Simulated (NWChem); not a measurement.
# CH₆O₂Si₂; SMILES O[Si@H]1OC[SiH2]1

```xyz
11

O      0.3718    -2.1823     0.4687
Si     0.0557    -0.8520    -0.4672
O     -1.4146    -0.0989    -0.1085
C     -1.1410     1.2840     0.1683
Si     0.7913     1.3053     0.0723
H      0.3721    -2.0531     1.4221
H      0.1254    -1.3868    -1.8523
H     -1.6227     1.9291    -0.5868
H     -1.5569     1.5621     1.1520
H      1.3841     2.2197    -0.9522
H      1.4716     1.5436     1.3847
```
Atoms are numbered in this order, from 1.

Results from NWChem. Coordinates come from a PBE0/def2-SVP optimisation. GIAO values for the isolated, static molecule; σ is the absolute isotropic shielding, δ = σ(reference) − σ with the isolated reference molecule computed at the same levels (13C: tetramethylsilane, 1H: tetramethylsilane, 17O: water, 29Si: tetramethylsilane).

Task: Estimate the computed values for KT2/pcSseg-1. Quantities: δ O1 (ppm); δ Si2 (ppm); δ O3 (ppm); δ C4 (ppm); δ H6 (ppm); δ H9 (ppm); δ H11 (ppm).

Result: 
```yaml
"δ O1 (ppm)": 102.6
"δ Si2 (ppm)": 16.2
"δ O3 (ppm)": 152.1
"δ C4 (ppm)": 57.3
"δ H6 (ppm)": 2.58
"δ H9 (ppm)": 4.32
"δ H11 (ppm)": 4.85
```
